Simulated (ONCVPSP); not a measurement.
## cadmium: one change to an ONCV potential, before and after

```json
{
 "Element": "Cd (Z = 48)",
 "Generator": "ONCVPSP 4.0.1",
 "Type": "optimised norm-conserving Vanderbilt (ONCV)",
 "Functional": "PBE",
 "Relativity": "scalar-relativistic",
 "Frozen core": "[Ar] 3d10",
 "Valence charge": "20",
 "Reference configuration": "4s2 4p6 4d10 5s1 (charge +1)",
 "Partial waves": "4s+5s: rc 1.45 bohr, ncon 5, nbas 9, qcut 7.1 1/bohr, 2 projectors; 4p: rc 1.50 bohr, ncon 4, nbas 7, qcut 9.3 1/bohr, 1 projector; 4d: rc 1.50 bohr, ncon 3, nbas 8, qcut 11.8 1/bohr, 2 projectors, debl 1.4 Ha",
 "Local potential": "polynomial inside 1.40 bohr (lpopt 1, dvloc0 3 Ha)",
 "Core correction": "Teter function, fcfact 4, rcfact 1.35"
}
```

Change: p: rc 1.86.

Cutoffs: the cutoffs (Ha) at which the residual kinetic energy of the hardest occupied pseudo-wave falls to 1 and 0.1 mHa per electron; they do not see the model core or the augmentation charge, which bear on the density cutoff. Errors are all-electron minus pseudo energies relative to the spin-unpolarised reference configuration.

How do hardness, ghosts and transferability respond?

The potential gets neither clearly harder nor softer (37 Ha and 98 Ha → 37 Ha and 98 Ha); of the 4 tests that both files solve, the error grows in 1 and shrinks in 0 by more than 15 % and 0.3 meV (median size 5.8 → 5.5 meV); neither file shows a bound ghost.

```csv
quantity,base,changed
"cutoff, loose",37 Ha,37 Ha
"cutoff, tight",98 Ha,98 Ha
loose cutoff by channel,"s 25 Ha, p 20 Ha, d 37 Ha","s 25 Ha, p 22 Ha, d 37 Ha"
bound ghosts,none,none
GHOST(+) flags under 300 eV,none,none
"error for 4s2 4p6 4d10 5s2, meV [ΔE -9.27 eV]",+1.1,+1.1
"error for 4s2 4p6 4d10 5s0, meV [ΔE 17.13 eV]",-4.0,-3.9
"error for 4s2 4p6 4d9 5s0, meV [ΔE 55.13 eV]",-7.7,-7.1
"error for 4s2 4p5 4d10 5s2, meV [ΔE 64.93 eV]",-83,-100
s: phases at 1.47 bohr within 0.05 rad from the reference energy up to (Ha; the scan ends near 5),to the end of the scan,to the end of the scan
d: phases at 1.52 bohr within 0.05 rad from the reference energy up to (Ha; the scan ends near 5),to the end of the scan,to the end of the scan
"rms error of d²Exc/dni dnj with the model core, mHa",1.26,1.24
```
